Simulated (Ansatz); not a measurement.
Cost and result for the atomization energy of C4H7AlO, SMILES `C#CO[CH2][AlH][CH3]` (13 atoms, 12 bonds).

```json
{"atom": "C1", "x (Å)": "-0.8601", "y (Å)": "1.8047", "z (Å)": "-0.3910"}
{"atom": "C2", "x (Å)": "-1.6338", "y (Å)": "0.8846", "z (Å)": "-0.2111"}
{"atom": "O3", "x (Å)": "-2.2697", "y (Å)": "-0.1819", "z (Å)": "0.0560"}
{"atom": "C4", "x (Å)": "-1.2313", "y (Å)": "-1.0692", "z (Å)": "0.7128"}
{"atom": "Al5", "x (Å)": "0.4625", "y (Å)": "0.0840", "z (Å)": "0.6105"}
{"atom": "C6", "x (Å)": "1.7634", "y (Å)": "-0.3682", "z (Å)": "-0.7788"}
{"atom": "H7", "x (Å)": "-0.3772", "y (Å)": "2.7262", "z (Å)": "-0.6181"}
{"atom": "H8", "x (Å)": "-1.6346", "y (Å)": "-1.2814", "z (Å)": "1.7036"}
{"atom": "H9", "x (Å)": "-1.2432", "y (Å)": "-1.9868", "z (Å)": "0.1232"}
{"atom": "H10", "x (Å)": "0.9094", "y (Å)": "0.7929", "z (Å)": "1.9646"}
{"atom": "H11", "x (Å)": "1.2835", "y (Å)": "-0.6642", "z (Å)": "-1.7161"}
{"atom": "H12", "x (Å)": "2.4377", "y (Å)": "0.4650", "z (Å)": "-0.9982"}
{"atom": "H13", "x (Å)": "2.3934", "y (Å)": "-1.2058", "z (Å)": "-0.4573"}
```

Charge 0, multiplicity 1. Geometry: relaxed with PBE0-D4/def2-TZVP. It is one conformer, not always the lowest. Program: Ansatz. All runs use 4 threads of an Arm Neoverse V1 on a shared host. Times are those of one run each, without the atoms' runs, and a repeat can differ threefold. Electronic energies, without spin–orbit coupling; frozen cores. CCSD(T)/CBS adds CCSD(T) − MP2 in def2-TZVPP to the MP2 limit, and its time is that of the two runs behind it. T1 = 0.013. B3LYP takes the VWN-RPA correlation (the form of Gaussian; ORCA's B3LYP/G).

CCSD(T)/CBS is a level of theory with its own doubt, some kJ/mol a heavy atom from the limit and from the frozen cores, so smaller differences don't rank the functionals.

| level | functions | wall time |
| --- | --- | --- |
| PBE-D4/def2-TZVPP (with forces) | 295 | 3.8 s |
| PBE0-D4/def2-TZVPP | 295 | 4.7 s |
| r2SCAN-D4/def2-TZVPP (with forces) | 295 | 7.5 s |
| B3LYP-D4/def2-TZVPP (with forces) | 295 | 8 s |
| B2PLYP/def2-TZVPP | 295 | 9 s |
| ωB97X-V/def2-TZVPP | 295 | 12 s |
| ωB97M-V/def2-TZVPP (with forces) | 295 | 18 s |
| MP2/def2-QZVPP | 565 | 40 s |
| CCSD(T)/def2-TZVPP | 295 | 17 min |
| CCSD(T)/CBS(def2) | – | 18 min |

(1) What atomization energy does each give, and how far from CCSD(T)/CBS? (Estimate.)

Answers

(1) Ansatz gave: 
```json
{"level": "PBE-D4/def2-TZVPP (with forces)", "atomization (kcal/mol)": "1225.1", "difference from CCSD(T)/CBS": "33.0", "per bond": "2.8"}
{"level": "PBE0-D4/def2-TZVPP", "atomization (kcal/mol)": "1199.7", "difference from CCSD(T)/CBS": "7.6", "per bond": "0.6"}
{"level": "r2SCAN-D4/def2-TZVPP (with forces)", "atomization (kcal/mol)": "1200.1", "difference from CCSD(T)/CBS": "8.0", "per bond": "0.7"}
{"level": "B3LYP-D4/def2-TZVPP (with forces)", "atomization (kcal/mol)": "1192.1", "difference from CCSD(T)/CBS": "0.0", "per bond": "0.0"}
{"level": "B2PLYP/def2-TZVPP", "atomization (kcal/mol)": "1181.0", "difference from CCSD(T)/CBS": "-11.1", "per bond": "-0.9"}
{"level": "ωB97X-V/def2-TZVPP", "atomization (kcal/mol)": "1194.5", "difference from CCSD(T)/CBS": "2.4", "per bond": "0.2"}
{"level": "ωB97M-V/def2-TZVPP (with forces)", "atomization (kcal/mol)": "1197.8", "difference from CCSD(T)/CBS": "5.7", "per bond": "0.5"}
{"level": "MP2/def2-QZVPP", "atomization (kcal/mol)": "1204.9", "difference from CCSD(T)/CBS": "12.8", "per bond": "1.1"}
{"level": "CCSD(T)/def2-TZVPP", "atomization (kcal/mol)": "1161.8", "difference from CCSD(T)/CBS": "-30.3", "per bond": "-2.5"}
{"level": "CCSD(T)/CBS(def2)", "atomization (kcal/mol)": "1192.1", "difference from CCSD(T)/CBS": "0.0", "per bond": "0.0"}
```

From PBE to PBE0 (25 % exact exchange), in def2-TZVPP and without D4, the atomization energy moves by −24.5 kcal/mol: exact exchange takes away binding that semilocal exchange gives to molecules. The D4 term adds +10.5 kcal/mol with B3LYP and +5.6 kcal/mol with PBE0; it sums over pairs of atoms, weighted by their polarisabilities, and B3LYP, whose exchange is more repulsive, gets the larger term. In def2-TZVPP, CCSD(T) changes the Hartree–Fock value by +304.5 kcal/mol (the triples alone add +21.2 kcal/mol) and MP2 by +329.7 kcal/mol; breaking electron pairs costs correlation energy, which Hartree–Fock lacks.
